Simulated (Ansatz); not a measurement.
A run on CH3F3SSi (`CS[Si](F)(F)F`) with other settings.

```yaml
crystal:
  periodic: [false, false, false]
  atoms:
    - {symbol: C, position_ang: [-0.304245, -1.313228, 0.921216]}
    - {symbol: S, position_ang: [1.210871, -0.434726, 0.179269]}
    - {symbol: Si, position_ang: [0.087385, 0.973726, -0.680136]}
    - {symbol: F, position_ang: [-0.579366, 0.740166, -1.871708]}
    - {symbol: F, position_ang: [1.040392, 2.015359, -1.791815]}
    - {symbol: F, position_ang: [-0.424909, 2.055465, 0.432673]}
    - {symbol: H, position_ang: [0.523357, -2.035535, 1.339552]}
    - {symbol: H, position_ang: [-0.948859, -1.730604, 0.479278]}
    - {symbol: H, position_ang: [-0.438380, -0.451271, 1.493356]}
basis:
  gaussian: {orbitals: aug-cc-pVTZ, final_grid: {core_spheres: 5, valence_spheres: 4, degree: 11}}
hamiltonian: {xc: {name: wB97X-V}}
scf: {lower_state_search: light}
```

```sh
$ ansatz run in.yaml --threads 4 --pin off --events-out ev --progress --plain --max-ram 10444MiB
```

Output, abridged:

```
Functional definition: wB97X-V
1699 factors; their error is unknown
474 factors; integrals over basis functions are off by at most 1.7e-5 eV
mean field evaluation 1: about -27943.0963 eV, gradient 6.3e1 eV
mean field evaluation 2: about -27943.0335 eV, gradient 6.9e1 eV
mean field evaluation 4: about -27949.3219 eV, gradient 2.5e0 eV
mean field evaluation 8: about -27949.3340 eV, gradient 1.2e-1 eV
mean field evaluation 16: about -27949.3725 eV, gradient 1.5e-3 eV
mean field -27949.37249856 eV, -1027.1204945571 hartree, gradient 4.3e-5 eV, S^2 0.000000; 0 other end points of the search recorded, 0 dependent functions left out
reference -27949.37249534 eV, -1027.1204944388 hartree; 33, 33 occupied and 320, 320 virtual orbitals, 1699 factors
Total energy: -27949.37249534 eV, -1027.1204944388 hartree
```

It took 11 s on 4 threads of an Arm Neoverse V1 on a shared host, with 1.3 GiB of host memory at the peak.
